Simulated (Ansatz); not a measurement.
```yaml
crystal:
  periodic: [true, true, true]
  atoms:
    - {symbol: F, position_ang: [0.739661, 1.917502, -0.978035]}
    - {symbol: Si, position_ang: [-0.707785, 1.292241, -0.705917]}
    - {symbol: S, position_ang: [-0.717220, -0.793784, -1.008411]}
    - {symbol: Ge, position_ang: [0.657881, -1.389847, 0.651588]}
    - {symbol: H, position_ang: [-1.656424, 1.870719, -1.682143]}
    - {symbol: H, position_ang: [-1.046955, 1.640016, 0.692577]}
    - {symbol: H, position_ang: [0.507529, -0.379400, 1.797648]}
    - {symbol: H, position_ang: [2.100524, -1.412443, 0.133211]}
    - {symbol: H, position_ang: [0.211390, -2.791302, 1.082481]}
basis:
  gaussian: {orbitals: def2-TZVP, fitting: {mean_field: cc-pVTZ-jkfit}}
hamiltonian: {xc: {name: SPW92}}
```

```sh
$ ansatz run in.yaml --threads 4 --pin off --events-out ev --progress --plain --max-ram 10444MiB
```

It prints (some lines left out):

```
Error: YAML parse error: error: line 2 column 3: crystal: missing field `lattice` (a structure is typed as `lattice` and `atoms`, a molecule's as `atoms` in Å alone, or read from a run's directory, `checkpoint`)
 --> <input>:2:3
1 | crystal:
2 |   periodic: [true, true, true]
3 |   atoms:
4 |     - {symbol: F, position_ang: [0.739661, 1.917502, -0.978035]}
```

**Question.** What is wrong with this run?

**Answer.** The molecule is marked periodic without a cell. The input was rejected before any iteration.
